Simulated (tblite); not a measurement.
Run record: tight-binding relaxation, `C=[C](CC)[GaH][O][SiH3]`.

Computed with GFN2-xTB geometry optimisation, gas phase (tblite 0.8.0). Start geometry: from a force field or distance geometry. A driver script takes a list of jobs; this job's settings line and coordinates (Å) are shown.

Command:
```bash
OMP_NUM_THREADS=1 python probes_run.py task.json out
```

Input:
```
{"job": {"kind": "relax", "xc": "GFN2-xTB", "basis": "xTB"}, "charge": 0, "multiplicity": 1}
C     -0.405900    -2.047300    -0.514300
C     -0.594200    -0.761500    -0.187800
C     -1.633200     0.088900    -0.779700
C     -2.614400     0.638800     0.230600
Ga     0.783500    -0.086000     1.309900
O      1.773200     1.311600     1.007100
Si     3.122600     1.101700    -0.066400
H     -1.040200    -2.530900    -1.258200
H      0.383700    -2.618100    -0.027300
H     -1.177000     0.990500    -1.248600
H     -2.220300    -0.451600    -1.548300
H     -2.970800    -0.168300     0.936900
H     -3.497900     0.981300    -0.332700
H     -2.224900     1.505500     0.782900
H      1.782800    -1.096000     2.136400
H      2.899500    -0.059800    -0.940600
H      3.274000     2.358500    -0.816600
H      4.350700     0.849000     0.698500
```

Problem. Give the output.

Solution. 
```
step      E/eV     max force
  0    -576.34831    2.567
  1    -576.53728    1.551
  2    -576.60484    1.091
  3    -576.63884    0.564
  4    -576.67962    0.423
  5    -576.71211    0.400
  6    -576.73443    0.317
  7    -576.75085    0.299
  8    -576.76149    0.241
  9    -576.77019    0.227
... (194 lines left out)
204    -577.23911    0.024
205    -577.23930    0.039
206    -577.23951    0.048
207    -577.23969    0.039
208    -577.23980    0.029
209    -577.23987    0.024
210    -577.23992    0.023
211    -577.23997    0.021
212    -577.23999    0.013
213    -577.24000    0.005
```

«max force» is the largest atomic force in eV/Å.

Problem. From which step on does the largest force stay under 0.1 eV/Å, and how much energy is left to gain from there?

Solution. From step 109 (0.051 eV/Å), 23.3 meV above the end.

In short: energy lowered by 20.6 kcal/mol over 213 steps; largest atomic force 0.005 eV/Å at the end.

Problem. Give the final coordinates.

Solution. 1.182 Å rms from the input after alignment:
```
atom  x, y, z in Å
C1    -1.2663   -2.5275   -0.0123
C2    -0.7522   -1.3200   -0.1889
C3    -1.3793   -0.2191   -0.9871
C4    -1.7655    0.9302   -0.0580
Ga5    0.9996   -0.9368    0.7558
O6     1.9563    0.4953    0.4359
Si7    2.8231    1.8386    0.1237
H8    -2.2003   -2.8430   -0.4587
H9    -0.7575   -3.2608    0.6029
H10   -0.6459    0.1493   -1.7142
H11   -2.2561   -0.5817   -1.5305
H12   -2.5275    0.6076    0.6497
H13   -2.1482    1.7759   -0.6248
H14   -0.8837    1.2547    0.5046
H15    1.6505   -1.9512    1.7715
H16    3.4369    1.6538   -1.1945
H17    1.8843    2.9666    0.1221
H18    3.8229    1.9744    1.1845
```

On an Arm Neoverse N1 with one thread, shared host, this took 2.7 s wall.
Labels such as C1 count atoms from 1, the log's own numbers from 0.
